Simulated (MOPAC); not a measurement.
MOPAC input (PM3):

```
PM3 FORCE THERMO(298,298) PRECISE LET CHARGE=1 GEO-OK AUX(PRECISION=9) THREADS=1
CClF2

F    -1.15868267 1   -0.97897208 1    0.01130908 1
C    -0.31968061 1    0.02416494 1    0.00194392 1
F    -0.99837597 1    1.14205424 1    0.00180748 1
Cl    1.25627715 1   -0.09497797 1   -0.00763913 1
```

Which zero-point energy does it print?

7.60 kcal/mol, from the harmonic wavenumbers of PM3.
